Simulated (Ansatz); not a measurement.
Reaction (ligand exchange at the Si–C bond): `O[SiH2]C[SiH](O)O` + `N[SiH2]F` → `O[SiH](O)N[SiH2]F` + `C[SiH2]O`

Calculated with Ansatz (gas phase, PBE0-D4/def2-TZVP geometries, no zero-point term in ΔE). CCSD(T)/CBS adds triple-zeta CCSD(T) − MP2 to the extrapolated MP2 energy (def2 sets, frozen cores). This one scheme is used for every species. Functionals use def2-TZVPP. Each species was taken in one conformer, which may not be the lowest.

`O[SiH2]C[SiH](O)O`:

Cartesian coordinates in Å:
```
O 2.063 -0.190 -0.238
Si 0.937 -1.414 -0.332
C -0.578 -0.765 0.512
Si -1.125 0.936 -0.037
O -1.500 1.723 1.358
O 0.032 1.705 -0.907
H 2.959 -0.385 -0.516
H 1.484 -2.632 0.329
H 0.663 -1.752 -1.756
H -0.390 -0.719 1.590
H -1.398 -1.474 0.360
H -2.311 0.894 -0.928
H -1.775 2.638 1.281
H 0.939 1.435 -0.716
```

`N[SiH2]F`:

Cartesian coordinates in Å:
```
N 0.864 0.185 0.563
Si -0.571 -0.187 -0.261
F -0.734 0.541 -1.682
H 1.746 -0.229 0.310
H 0.986 1.054 1.055
H -1.711 0.273 0.561
H -0.580 -1.638 -0.547
```

`O[SiH](O)N[SiH2]F`:

```xyz
12

O     1.107   -0.113   -2.275
Si    0.292   -0.774   -1.020
O    -1.340   -0.696   -1.100
N     0.738    0.030    0.443
Si   -0.327    0.467    1.704
F    -1.402    1.534    1.159
H     1.061    0.836   -2.402
H     0.634   -2.204   -1.070
H    -1.775    0.144   -0.939
H     1.697    0.335    0.530
H    -1.133   -0.674    2.184
H     0.449    1.115    2.786
```

`C[SiH2]O`:

Cartesian coordinates in Å:
```
C 0.866 -0.544 0.574
Si -0.407 0.070 -0.640
O -1.637 0.894 0.093
H 1.636 -1.122 0.054
H 0.409 -1.189 1.328
H 1.363 0.284 1.087
H -1.065 -1.069 -1.327
H 0.268 0.933 -1.652
H -1.433 1.744 0.484
```

```csv
level,ΔE (eV)
r2SCAN-D4,-0.56
PBE0,-0.53
```

Task: What does CCSD(T)/CBS give? (An estimate is asked.)

Result: Computed: -0.58 eV. The listed levels differ from it by 0.02, 0.05 eV.

Largest T1 diagnostic among the species: 0.012.

In def2-TZVPP, CCSD(T) changes the Hartree–Fock value by +0.15 eV (the triples alone add +0.02 eV) and MP2 by +0.15 eV.
